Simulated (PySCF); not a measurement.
Correlation energy of Sn (tin, neutral)

[Kr] 4d10 5s1 5p3, high-spin 5S determinant (an excited configuration). Calculation: PySCF 2.14, in aug-cc-pVTZ-DK3 (8s7p5d2f, 68 functions); scalar relativity by spin-free X2C-1e. Frozen: [Kr] 4d10; 4 electrons correlated.

```csv
level,correlation energy (mhartree)
CCSD,-21.24
(T),-0.33
CCSD(T),-21.57
```

Diagnostics: T1 = 0.0028, D1 = 0.0056, largest double amplitude 0.036.

Cost of the coupled-cluster step: roughly 1.7 core-seconds, for 4 correlated electrons.

Iterations:

```
CC2 = 0
CCSD nocc = (np.int64(4), np.int64(0)), nmo = (45, 45)
frozen orbitals [[0, 1, 2, 3, 4, 5, 6, 7, 8, 9, 10, 11, 12, 13, 14, 15, 16, 17, 18, 19, 20, 21, 22], [0, 1, 2, 3, 4, 5, 6, 7, 8, 9, 10, 11, 12, 13, 14, 15, 16, 17, 18, 19, 20, 21, 22]]
max_cycle = 100
direct = 0
conv_tol = 1e-08
conv_tol_normt = 1e-06
diis_space = 8
diis_start_cycle = 0
Init t2, MP2 energy = -0.0156554464372962
Init E_corr(UCCSD) = -0.0156554464456186
cycle = 1  E_corr(UCCSD) = -0.0196489907983855  dE = -0.00399354435  norm(t1,t2) = 0.0291885
cycle = 2  E_corr(UCCSD) = -0.0207538349212168  dE = -0.00110484412  norm(t1,t2) = 0.00931226
cycle = 3  E_corr(UCCSD) = -0.021251044154742  dE = -0.000497209234  norm(t1,t2) = 0.00321738
cycle = 4  E_corr(UCCSD) = -0.021242478543665  dE = 8.56561108e-06  norm(t1,t2) = 0.000322712
cycle = 5  E_corr(UCCSD) = -0.0212428088484287  dE = -3.30304764e-07  norm(t1,t2) = 4.52883e-05
cycle = 6  E_corr(UCCSD) = -0.021242604370299  dE = 2.0447813e-07  norm(t1,t2) = 6.57297e-06
cycle = 7  E_corr(UCCSD) = -0.0212426973393302  dE = -9.29690313e-08  norm(t1,t2) = 7.79103e-07
cycle = 8  E_corr(UCCSD) = -0.0212426859829661  dE = 1.13563642e-08  norm(t1,t2) = 1.21515e-07
cycle = 9  E_corr(UCCSD) = -0.0212426766798811  dE = 9.30308495e-09  norm(t1,t2) = 4.63857e-08
UCCSD converged
E(UCCSD) = -6173.434655519527  E_corr = -0.02124267667988114
UCCSD(T) correction = -0.000327612275898336
```
